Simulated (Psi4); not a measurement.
CHO2 (SMILES O=C=[OH+]), charge +1, singlet, at a GFN2-xTB geometry; MP3/3-21G run with Psi4.

The Psi4 input:
```
memory 2 GB

molecule {
1 1
  C    -0.00695796    0.00985104   -0.11037218
  O    -0.02341240   -0.02147629    1.07634088
  O     0.09771270   -0.03387449   -1.21876599
  H    -0.55265466    0.38369998    1.80163397
}

set basis 3-21g

energy('mp3')
print_variables()
```

It wrote (shortened):

```
    Information: MP3 default algorithm changed to DF in August 2020. Use `set mp_type conv` for previous behavior.
    For method 'MP3', SCF Algorithm Type (re)set to DISK_DF.

   => Loading Basis Set <=

    Name: 3-21G
    Role: ORBITAL
    Keyword: BASIS

         ---------------------------------------------------------
                                   SCF
               by Justin Turney, Rob Parrish, Andy Simmonett
                          and Daniel G. A. Smith
                              RHF Reference
         ---------------------------------------------------------

  ==> Geometry <==

    Molecular point group: c1
    Full point group: C1

    Geometry (in Angstrom), charge = 1, multiplicity = 1:

       Center              X                  Y                   Z               Mass
    ------------   -----------------  -----------------  -----------------  -----------------
         C           -0.019135311088     0.018305171258    -0.070663180738    12.000000000000
         O           -0.035589751088    -0.013022158742     1.116049879262    15.994914619570
         O            0.085535348912    -0.025420358742    -1.179056990738    15.994914619570
         H           -0.564832011088     0.392154111258     1.841342969262     1.007825032230

  Running in c1 symmetry.

  Rotational constants: A =     44.65636  B =      0.36732  C =      0.36433 [cm^-1]
  Rotational constants: A = 1338764.14006  B =  11012.05686  C =  10922.21574 [MHz]
  Nuclear repulsion =   66.152472462764308

  Charge       = 1
  Multiplicity = 1
  Electrons    = 22
  Nalpha       = 11
  Nbeta        = 11

  ==> Algorithm <==

  SCF Algorithm Type is DISK_DF.
  DIIS enabled.
  MOM disabled.
  Fractional occupation disabled.
  Guess Type is SAD.
  Energy threshold   = 1.00e-08
  Density threshold  = 1.00e-08
  Integral threshold = 1.00e-12

  ==> Primary Basis <==

  Basis Set: 3-21G
    Blend: 3-21G
    Number of shells: 17
    Number of basis functions: 29
    Number of Cartesian functions: 29
    Spherical Harmonics?: false
    Max angular momentum: 1

   => Loading Basis Set <=

    Name: (3-21G AUX)
    Role: JKFIT
    Keyword: DF_BASIS_SCF

  ==> Integral Setup <==

  ==> DiskDFJK: Density-Fitted J/K Matrices <==

    J tasked:                  Yes
    K tasked:                  Yes
    wK tasked:                  No
    Integrals threads:           1
    Algorithm:                Core
    Integral Cache:           SAVE
    Schwarz Cutoff:          1E-12
    Fitting Condition:       1E-10

   => Auxiliary Basis Set <=

  Basis Set: (3-21G AUX)
    Blend: DEF2-UNIVERSAL-JKFIT
    Number of shells: 81
    Number of basis functions: 295
    Number of Cartesian functions: 295
    Spherical Harmonics?: false
    Max angular momentum: 4

  Minimum eigenvalue in the overlap matrix is 1.9840980575E-02.
  Reciprocal condition number of the overlap matrix is 6.0875571572E-03.
    Using symmetric orthogonalization.

  ==> Pre-Iterations <==

  SCF Guess: Superposition of Atomic Densities via on-the-fly atomic UHF (no occupation information).

   -------------------------
    Irrep   Nso     Nmo
   -------------------------
     A         29      29
   -------------------------
    Total      29      29
   -------------------------

  ==> Iterations <==

                           Total Energy        Delta E     RMS |[F,P]|

   @DF-RHF iter SAD:  -186.77264763399160   -1.86773e+02   0.00000e+00
   @DF-RHF iter   1:  -186.67800455794449    9.46431e-02   1.59219e-02 ADIIS/DIIS
   @DF-RHF iter   2:  -186.72438835084506   -4.63838e-02   1.36132e-02 ADIIS/DIIS
   @DF-RHF iter   3:  -186.77727959694232   -5.28912e-02   1.95346e-03 ADIIS/DIIS
   @DF-RHF iter   4:  -186.77856782251447   -1.28823e-03   6.14450e-04 ADIIS/DIIS
   @DF-RHF iter   5:  -186.77870170759971   -1.33885e-04   1.39684e-04 ADIIS/DIIS
   @DF-RHF iter   6:  -186.77871648850356   -1.47809e-05   4.40386e-05 DIIS
   @DF-RHF iter   7:  -186.77871907461216   -2.58611e-06   1.25360e-05 DIIS
[...]
  @DF-RHF Final Energy:  -186.77871942210842
    Total Energy =                       -186.7787194221084235
  DIE_IF_NOT_CONVERGED          => (empty)
[...]
  PE                            => (empty)
  PPL_TYPE                      => (empty)
  PRINT                         => (empty)
  PRINT_NOONS                   => (empty)
  PROPERTIES                    => (empty)
  PROPERTIES_ORIGIN             => (empty)
  PUREAM                        => (empty)
  QCHF                          => (empty)
  QC_MODULE                     => (empty)
  RAS1                          => (empty)
  RAS2                          => (empty)
  RAS3                          => (empty)
  RAS4                          => (empty)
  READ_SCF_3INDEX               => (empty)
  REGULARIZATION                => (empty)
  REG_PARAM                     => (empty)
  RELATIVISTIC                  => (empty)
  REMP_A                        => (empty)
  RESTRICTED_DOCC               => (empty)
  RESTRICTED_UOCC               => (empty)
  RMS_MOGRAD_CONVERGENCE        => (empty)
  R_CONVERGENCE                 => (empty)
  SCF_TYPE                      => DISK_DF         !
  SCREENING                     => (empty)
  SCS_TYPE                      => (empty)
  SOCC                          => (empty)
  SOS_TYPE                      => (empty)
  TRIPLES_IABC_TYPE             => (empty)
  WFN                           => (empty)
  WFN_TYPE                      => DF-OMP3         !
  WRITER_FILE_LABEL             => (empty)
  ZORA_BASIS_TOLERANCE          => (empty)
  ZORA_NR_DEBUG                 => (empty)
  ZORA_PRUNING_SCHEME           => (empty)
  ZORA_RADIAL_POINTS            => (empty)
  ZORA_SPHERICAL_POINTS         => (empty)

	For this residual convergence, default PCG convergence is:     1.00e-07
	For this energy convergence, default residual convergence is:     3.16e-07

 ==============================================================================
 ==============================================================================
 ==============================================================================

                     DF-MP3
              Program Written by Ugur Bozkaya
              Latest Revision September 9, 2017

 ==============================================================================
 ==============================================================================
 ==============================================================================

	MO spaces...

	 FC   OCC   VIR   FV
	----------------------
	  0   11    18    0

	Number of basis functions in the DF-CC basis: 158

	Total memory requirement for DF+CC int:      1.97 MB

	Computing DF-MP2 energy ...
	=======================================================================
	Nuclear Repulsion Energy (a.u.)    :    66.15247246276431
	DF-HF Energy (a.u.)                :  -186.77871942210842
	REF Energy (a.u.)                  :  -186.77871942210842
	DF-MP2 Correlation Energy (a.u.)   :    -0.34661039574826
	DF-MP2 Total Energy (a.u.)         :  -187.12532981785668
	=======================================================================

	=======================================================================
	================ MP3 FINAL RESULTS ====================================
	=======================================================================
	Nuclear Repulsion Energy (a.u.)    :    66.15247246276431
	SCF Energy (a.u.)                  :  -186.77871942210842
	REF Energy (a.u.)                  :  -186.77871942210842
	3rd Order Energy (a.u.)            :     0.02479453349707
	DF-MP2.5 Correlation Energy (a.u.) :    -0.33421312899972
	DF-MP2.5 Total Energy (a.u.)       :  -187.11293255110814
	DF-MP3 Correlation Energy (a.u.)   :    -0.32181586225120
	DF-MP3 Total Energy (a.u.)         :  -187.10053528435961
	=======================================================================

  Variable Map:
  ----------------------------------------------------------------------------
[...]
  Array Variable Map:
  ----------------------------------------------------------------------------
[...]
[...]
```
